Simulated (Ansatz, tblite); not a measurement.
Removing and adding an electron: (HCd-mu-NH2)2 (Cd₂N₂H₆). The state is a singlet with charge 0. Geometry: PBE-D4/def2-SVP. Ansatz, gas phase; energy differences of separate SCF runs; the oxidised species was run as a doublet alone; the reduced species was run as a doublet alone.

```xyz
10

Cd   -1.109    0.074    1.285
H    -2.315    0.153    2.465
N    -0.012   -1.473    0.064
Cd    0.880   -0.061   -1.452
H     1.632   -0.115   -2.964
N     0.166    1.464    0.048
H    -0.585   -2.242   -0.314
H     0.711   -1.964    0.614
H     0.943    1.871    0.593
H    -0.311    2.293   -0.339
```

In the def2 sets Cd takes a core potential; there is no spin–orbit coupling. The xTB rows come from tblite. Correlated methods freeze 2 core orbitals; core or outer-core shells of Cd are correlated, in sets that lack core-valence functions. The rows differ in basis, and correlated rows in double-zeta sets carry the largest basis error. In CCSD on the charge 1 doublet the largest single amplitude is 0.38, so its Hartree–Fock determinant may place the open shell otherwise than the density functionals do.

```tsv
level	−HOMO (eV)	vertical IE (eV)	−LUMO (eV)	vertical EA (eV)	HOMO–LUMO gap (eV)	IE − EA (eV)	remarks
GFN2-xTB	9.91	12.68	4.89	2.26	5.02	10.41	–
HF/def2-SVP	–	8.04	–	–	–	–	–
r2SCAN-D4/def2-TZVP	5.94	8.35	0.97	–	4.97	–	–
r2SCAN-D4/def2-TZVPD	5.96	–	1.03	-0.50	4.92	–	HOMO above zero (-1 doublet)
CCSD/def2-SVP	–	8.82	–	–	–	–	–
CCSD(T)/def2-SVP	–	8.80	–	–	–	–	–
```

Problem. Estimate the rows for GFN1-xTB, PBE-D4/def2-TZVP, PBE-D4/def2-TZVPD, PBE0-D4/def2-TZVP, PBE0-D4/def2-TZVPD, MP2/def2-SVP.

Solution. 
```json
{"level": "GFN1-xTB", "−HOMO (eV)": "9.04", "vertical IE (eV)": "11.82", "−LUMO (eV)": "4.76", "vertical EA (eV)": "2.65", "HOMO–LUMO gap (eV)": "4.27", "IE − EA (eV)": "9.16", "remarks": "–"}
{"level": "PBE-D4/def2-TZVP", "−HOMO (eV)": "5.71", "vertical IE (eV)": "8.22", "−LUMO (eV)": "1.33", "vertical EA (eV)": "–", "HOMO–LUMO gap (eV)": "4.38", "IE − EA (eV)": "–", "remarks": "–"}
{"level": "PBE-D4/def2-TZVPD", "−HOMO (eV)": "5.73", "vertical IE (eV)": "–", "−LUMO (eV)": "1.42", "vertical EA (eV)": "-0.37", "HOMO–LUMO gap (eV)": "4.31", "IE − EA (eV)": "–", "remarks": "HOMO above zero (-1 doublet)"}
{"level": "PBE0-D4/def2-TZVP", "−HOMO (eV)": "6.86", "vertical IE (eV)": "8.61", "−LUMO (eV)": "0.56", "vertical EA (eV)": "–", "HOMO–LUMO gap (eV)": "6.30", "IE − EA (eV)": "–", "remarks": "–"}
{"level": "PBE0-D4/def2-TZVPD", "−HOMO (eV)": "6.88", "vertical IE (eV)": "–", "−LUMO (eV)": "0.65", "vertical EA (eV)": "-0.55", "HOMO–LUMO gap (eV)": "6.22", "IE − EA (eV)": "–", "remarks": "HOMO above zero (-1 doublet)"}
{"level": "MP2/def2-SVP", "−HOMO (eV)": "–", "vertical IE (eV)": "9.20", "−LUMO (eV)": "–", "vertical EA (eV)": "–", "HOMO–LUMO gap (eV)": "–", "IE − EA (eV)": "–", "remarks": "–"}
```

   A HOMO above zero means that the electron is unbound at that level or that self-interaction error raises the level; the energy of removing that electron tells which. Raw xTB energy differences between charge states are shifted by several eV; the methods need an empirical correction for them. A negative affinity means that the extra electron isn't bound; its size then hangs on the basis.
